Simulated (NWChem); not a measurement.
Species: C$_{3}$H$_{5}$ClSi; SMILES C=C=C[SiH2]Cl

```xyz
10

C     -0.5337     3.1473     0.3909
C     -0.1803     2.0468    -0.2189
C      0.1821     0.9288    -0.8012
Si     0.7665    -0.5231     0.2052
Cl    -0.5422    -2.1393     0.0069
H      0.1878     3.9306     0.6116
H     -1.5643     3.3195     0.6932
H      0.1490     0.8573    -1.8902
H      0.8188    -0.1489     1.6363
H      2.0876    -1.0049    -0.2668
```
Atoms are numbered in this order, from 1.

All runs: NWChem. All runs use the structure optimised with B3LYP/6-31G* (spherical d).

Question: Taking PBE0/pcseg-2 as the yardstick, which of these has the fewest basis functions while keeping “dipole (D)” within 0.2 D of it: PBE0/STO-3G; PBE0/def2-SVP; PBE0/pcseg-1; PBE0/aug-pcseg-1?

Answer: PBE0/def2-SVP.
```csv
level,basis functions,dipole (D),relative time (rough)
PBE0/STO-3G,38,2.83,1
PBE0/pcseg-1,103,2.47,2
PBE0/def2-SVP,103,2.09,3
PBE0/aug-pcseg-1,168,2.16,10
PBE0/pcseg-2,228,2.19,10
```

The yardstick is one finite set, not the basis-set limit.
